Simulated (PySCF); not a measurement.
Distorted geometries of [YbO(OH)2]−

[YbO(OH)2]− (singlet in the valence; each metal's 4f electrons, 13 of them, lie in its core potential, out of spins and levels). PySCF 2.14.0, RKS PBE0, Yb lcecp-1-SVP with ECP59, O def2-SVP, H def2-SVP; non-relativistic Hamiltonian with scalar-relativistic core potentials where named; density fitting; no spin-orbit coupling. Relaxed geometry:

```xyz
6

Yb   -0.2290    0.0000    0.1246
O     1.6490    0.0000    0.0184
O    -1.2641    1.8493    0.1522
H    -1.0060    2.7719    0.1169
O    -1.2641   -1.8493    0.1522
H    -1.0060   -2.7719    0.1169
```

Task: Order these distorted geometries by energy above the relaxed one, lowest first.
A.
```xyz
6

Yb   -0.2514   -0.0161    0.1203
O     1.6712    0.0476    0.0786
O    -1.2626    1.8890    0.1894
H    -0.9962    2.7903    0.1116
O    -1.2791   -1.9067    0.0865
H    -1.0022   -2.8041    0.0948
```
B.
```xyz
6

Yb   -0.2220    0.0054    0.1115
O     1.6553    0.0599   -0.0110
O    -1.3181    1.8172    0.0471
H    -1.0336    2.7120    0.1643
O    -1.2307   -1.8063    0.2560
H    -0.9712   -2.7882    0.1133
```
C.
```xyz
6

Yb   -0.1913   -0.0735    0.1112
O     1.6227    0.0101    0.0403
O    -1.2475    1.8375    0.1170
H    -1.0165    2.8321    0.1087
O    -1.2449   -1.8214    0.1974
H    -1.0428   -2.7847    0.1064
```

Result: A (0.08 eV), B (0.14 eV), C (0.29 eV).

Task: Which forces (eV/Å) act in the one that lies 0.29 eV up?

Result: 
```
Yb  -1.92  2.26  0.09
O    2.25 -0.22 -0.11
O    0.73  2.06 -0.01
H   -0.51 -2.73  0.01
O   -0.17 -2.72 -0.19
H   -0.37  1.35  0.20
```
Forces carry noise of the integration grid, about 0.01 to 0.03 eV/Å.

An lcecp potential fixes the number of 4f electrons, so in runs with it no electron can move into or out of that shell.
